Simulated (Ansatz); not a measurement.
Species: C$_{8}$H$_{7}$FSSi, SMILES `Fc1cc([SiH3])cc2ccsc12` (charge 0, multiplicity 1), formula C8H7FSSi.

**Question.** How many basis functions does Ansatz (a first-principles code) with frozen-core CCSD(T)/cc-pVDZ // PBE-D3(BJ)/def2-SVP use, how many core orbitals are frozen, and how many electrons are correlated?

**Answer.** 197 basis functions and 19 frozen orbitals, which leaves 56 correlated electrons. Core time is of the order of minutes.
